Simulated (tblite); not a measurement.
C3H8AlCl3S.
Bonds: C1–S2, S2–C3, S2–Al4, Al4–C5, C5–Cl6, C5–Cl7, C5–Cl8. Hydrogens: H9, H10, H11 on C1; H12, H13, H14 on C3; H15, H16 on Al4.

Computed with GFN2-xTB (tblite), gas phase: L-BFGS steps from a force-field or distance-geometry start until the largest atomic force falls under 0.01 eV/Å.

Step 9: E = -774.7662 eV
```
atom  x, y, z in Å  |  force x, y, z in eV/Å
C1     -1.2780   -1.7993    0.0391    0.087   0.031  -0.039
S2     -0.6533   -0.2211    0.7129    0.114   0.041   0.041
C3     -2.0621    0.9218    0.5640    0.050  -0.011  -0.011
Al4     1.0237    0.9585   -0.7613   -0.162   0.159  -0.063
C5      2.7130    0.1324    0.0423   -0.020  -0.030  -0.028
Cl6     3.3712   -0.9554   -1.2070   -0.072  -0.094   0.011
Cl7     2.9030   -0.5907    1.6372    0.184  -0.134   0.136
Cl8     3.7106    1.6316   -0.0406   -0.256   0.033  -0.018
H9     -0.4052   -2.4302   -0.0840    0.092  -0.028   0.009
H10    -1.7561   -1.6608   -0.9200   -0.055   0.144  -0.132
H11    -1.9597   -2.2626    0.7429   -0.041   0.104   0.096
H12    -2.7270    0.8077    1.4137    0.033  -0.099   0.033
H13    -1.6243    1.9153    0.5751   -0.005   0.080  -0.009
H14    -2.6021    0.7703   -0.3608    0.014  -0.086  -0.131
H15     0.6309    0.4077   -2.1711    0.021   0.076   0.233
H16     0.7076    2.3838   -0.1938    0.017  -0.186  -0.126
```

Step 10: E = -774.7800 eV
```
atom  x, y, z in Å  |  force x, y, z in eV/Å
C1     -1.2733   -1.7934    0.0392    0.118   0.110  -0.026
S2     -0.6408   -0.2082    0.6990    0.001  -0.099   0.157
C3     -2.0632    0.9218    0.5649    0.161  -0.087  -0.026
Al4     1.0170    0.9616   -0.7603   -0.029   0.152  -0.052
C5      2.7070    0.1228    0.0490   -0.082  -0.017  -0.040
Cl6     3.3665   -0.9589   -1.2028   -0.065  -0.108  -0.016
Cl7     2.9211   -0.5994    1.6414    0.173  -0.127   0.141
Cl8     3.6899    1.6299   -0.0435   -0.252   0.060  -0.024
H9     -0.4043   -2.4280   -0.0821    0.112  -0.037  -0.015
H10    -1.7558   -1.6491   -0.9143   -0.052   0.129  -0.235
H11    -1.9604   -2.2550    0.7358   -0.052   0.109   0.199
H12    -2.7279    0.8015    1.4142    0.058  -0.095   0.008
H13    -1.6221    1.9120    0.5734   -0.048   0.152   0.001
H14    -2.5892    0.7579   -0.3639   -0.071  -0.041  -0.150
H15     0.6256    0.4057   -2.1654    0.017   0.077   0.199
H16     0.7024    2.3875   -0.1959    0.011  -0.177  -0.120
```

Step 11: E = -774.7973 eV
```
atom  x, y, z in Å  |  force x, y, z in eV/Å
C1     -1.2668   -1.7845    0.0381    0.101   0.154  -0.023
S2     -0.6243   -0.1941    0.6860   -0.133  -0.235   0.266
C3     -2.0621    0.9200    0.5647    0.234  -0.137  -0.058
Al4     1.0100    0.9718   -0.7627    0.170   0.063   0.019
C5      2.6975    0.1092    0.0578   -0.139  -0.036  -0.012
Cl6     3.3593   -0.9652   -1.1979   -0.064  -0.105  -0.029
Cl7     2.9487   -0.6136    1.6507    0.145  -0.078   0.069
Cl8     3.6575    1.6284   -0.0484   -0.256   0.077  -0.035
H9     -0.4010   -2.4245   -0.0799    0.080  -0.022  -0.044
H10    -1.7558   -1.6310   -0.9112    0.002   0.089  -0.250
H11    -1.9618   -2.2423    0.7302   -0.006   0.140   0.234
H12    -2.7278    0.7917    1.4141    0.107  -0.083  -0.053
H13    -1.6204    1.9099    0.5714   -0.115   0.176   0.005
H14    -2.5735    0.7407   -0.3701   -0.121   0.022  -0.102
H15     0.6180    0.4033   -2.1545    0.005   0.074   0.115
H16     0.6948    2.3893   -0.1997   -0.009  -0.100  -0.101
```

Step 12: E = -774.8170 eV
```
atom  x, y, z in Å  |  force x, y, z in eV/Å
C1     -1.2595   -1.7730    0.0357    0.039   0.139  -0.027
S2     -0.6073   -0.1831    0.6787   -0.222  -0.303   0.334
C3     -2.0572    0.9159    0.5627    0.233  -0.133  -0.089
Al4     1.0071    0.9879   -0.7681    0.359  -0.096   0.136
C5      2.6847    0.0921    0.0684   -0.149  -0.091   0.049
Cl6     3.3500   -0.9740   -1.1930   -0.071  -0.080  -0.020
Cl7     2.9833   -0.6317    1.6632    0.098   0.007  -0.069
Cl8     3.6151    1.6274   -0.0552   -0.273   0.075  -0.049
H9     -0.3959   -2.4198   -0.0782   -0.001   0.015  -0.072
H10    -1.7549   -1.6086   -0.9124    0.093   0.029  -0.171
H11    -1.9631   -2.2246    0.7284    0.081   0.180   0.183
H12    -2.7255    0.7792    1.4120    0.162  -0.065  -0.130
H13    -1.6208    1.9099    0.5695   -0.181   0.132  -0.002
H14    -2.5575    0.7212   -0.3782   -0.121   0.090  -0.007
H15     0.6088    0.4009   -2.1399   -0.009   0.067   0.004
H16     0.6852    2.3893   -0.2051   -0.040   0.034  -0.069
```

Task: Estimate the geometry and energy of step 13. (The exact step hangs on the optimiser's Hessian estimate; all steps are aligned on step 12, rigid shifts and turns removed.)

Result: E = -774.8419 eV, largest force 0.623 eV/Å
```
atom  x, y, z in Å  |  force x, y, z in eV/Å
C1     -1.2514   -1.7581    0.0316   -0.047   0.071  -0.029
S2     -0.5908   -0.1764    0.6787   -0.227  -0.277   0.355
C3     -2.0476    0.9090    0.5581    0.153  -0.075  -0.106
Al4     1.0111    1.0073   -0.7739    0.487  -0.285   0.265
C5      2.6675    0.0697    0.0820   -0.091  -0.173   0.123
Cl6     3.3375   -0.9859   -1.1875   -0.082  -0.035   0.005
Cl7     3.0263   -0.6533    1.6774    0.035   0.113  -0.233
Cl8     3.5590    1.6276   -0.0645   -0.293   0.045  -0.067
H9     -0.3899   -2.4132   -0.0776   -0.108   0.062  -0.098
H10    -1.7516   -1.5812   -0.9174    0.196  -0.044  -0.036
H11    -1.9626   -2.1997    0.7301    0.175   0.201   0.068
H12    -2.7192    0.7631    1.4065    0.200  -0.043  -0.195
H13    -1.6251    1.9121    0.5673   -0.225   0.031  -0.021
H14    -2.5412    0.6999   -0.3876   -0.080   0.154   0.102
H15     0.5976    0.3991   -2.1219   -0.014   0.057  -0.107
H16     0.6729    2.3892   -0.2126   -0.080   0.195  -0.026
```

The energy changes by -0.0248 eV. The first-order estimate −F·Δx gives -0.0329 eV and the mean of the old and new forces, exact on a quadratic surface, -0.0246 eV. The step makes an angle of 71° with the force vector and moves no atom by more than 0.057 Å.

What follows is the cost of the whole relaxation. The run took 1.8 s wall on Arm Neoverse V1, one thread, no GPU, on a shared host.
